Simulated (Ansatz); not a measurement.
Ge2O4⁻, relaxed as a doublet with UKS PBE-D4/def2-SVPD in Ansatz, starting from the GFN2-xTB geometry. Force threshold 0.02 eV/Å.

The structure holds 1 bond(s) between oxygen atoms. The relaxation made no stability test and no search for a lower SCF solution. Another isomer (doublet) lies 2.30 eV lower at PBE0-D4/def2-TZVPD; other spin states weren't run for this one.

Start:

Cartesian coordinates in Å:
```
Ge 0.353 -1.444 0.573
Ge 0.397 1.984 -0.771
O 0.993 3.233 0.100
O -0.826 -2.363 -0.446
O 0.491 0.364 -0.216
O -1.407 -1.774 0.760
```

(1) Estimate the energy that the relaxation releases and the steps that it takes.

(2) Does the start keep its bonding?

(3) Predict the relaxed structure.

Results:

(1) 1.01 eV, in 21 steps; 65 s on 4 threads of Arm Neoverse V1 on a shared host. No frequencies were taken in this run, so the end may be a saddle point.

(2) Bonds formed: Ge2–O6 (atoms count from 1).

(3) 
```tsv
atom	x (Å)	y (Å)	z (Å)
Ge1	0.4336	-1.4246	0.8792
Ge2	0.1693	1.0100	-0.6711
O3	-0.0178	2.5462	0.0647
O4	-0.8785	-1.6470	-0.5129
O5	1.4717	-0.1468	0.0476
O6	-1.1783	-0.3378	0.1924
```
Bond lengths: 6 × Ge–O 1.71 to 2.09 Å; 1 × O–O 1.52 Å.
